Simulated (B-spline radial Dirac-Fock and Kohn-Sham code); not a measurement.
# Pb⁺: photoemission with Cu Kα (8047.8 eV) photons

System: the Pb⁺ ion, configuration 1s2 2s2 2p6 3s2 3p6 3d10 4s2 4p6 4d10 4f14 5s2 5p6 5d10 6s2 6p1.

Calculated with a radial atomic solver, using independent-particle photoionisation in a Dirac-Hartree-Slater potential with a Latter tail, all multipoles, thresholds from Dirac-Fock ΔSCF. The asymmetry parameter β is from the dipole term alone. Kinetic energies are from the vacuum level. Open shells are spread statistically over j, without multiplet splitting.

| subshell | electrons | binding (eV) | kinetic (eV) | σ (kb) | β |
| --- | --- | --- | --- | --- | --- |
| M1 (3s) | 2 | 3873.5 | 4174.3 | 6.55 | 1.91 |
| M2 (3p1/2) | 2 | 3575.1 | 4472.7 | 9.08 | 1.59 |
| M3 (3p3/2) | 4 | 3087.1 | 4960.7 | ? | ? |
| M4 (3d3/2) | 4 | 2602.4 | 5445.4 | 11.6 | 1.30 |
| M5 (3d5/2) | 6 | 2500.3 | 5547.5 | 15.3 | 1.20 |
| N1 (4s) | 2 | 915.1 | 7132.7 | 1.87 | 1.91 |
| N2 (4p1/2) | 2 | 785.6 | 7262.2 | 2.26 | 1.65 |
| N3 (4p3/2) | 4 | 665.4 | 7382.4 | 3.98 | 1.75 |
| N4 (4d3/2) | 4 | 454.5 | 7593.3 | 2.33 | 1.32 |
| N5 (4d5/2) | 6 | 432.1 | 7615.7 | 3.04 | 1.19 |
| N6 (4f5/2) | 6 | 156.9 | 7890.9 | 0.328 | 0.81 |
| N7 (4f7/2) | 8 | 152.0 | 7895.8 | 0.400 | 0.78 |
| O1 (5s) | 2 | 169.9 | 7877.9 | 0.415 | 1.92 |
| O2 (5p1/2) | 2 | 124.0 | 7923.8 | 0.440 | 1.66 |
| O3 (5p3/2) | 4 | 101.9 | 7945.9 | 0.738 | 1.76 |
| O4 (5d3/2) | 4 | 36.15 | 8011.6 | 0.288 | 1.32 |
| O5 (5d5/2) | 6 | 33.60 | 8014.2 | 0.366 | 1.19 |
| P1 (6s) | 2 | 21.80 | 8026.0 | 0.0565 | 1.92 |
| P2 (6p1/2) | 0.33 | 14.39 | 8033.4 | 0.00741 | 1.65 |
| P3 (6p3/2) | 0.67 | 12.63 | 8035.2 | 0.0118 | 1.76 |

Q: What are σ and β for M3 (3p3/2)?

A: σ = 16.8 kb, the largest of all subshells and 22 % of the total, and β = 1.69.
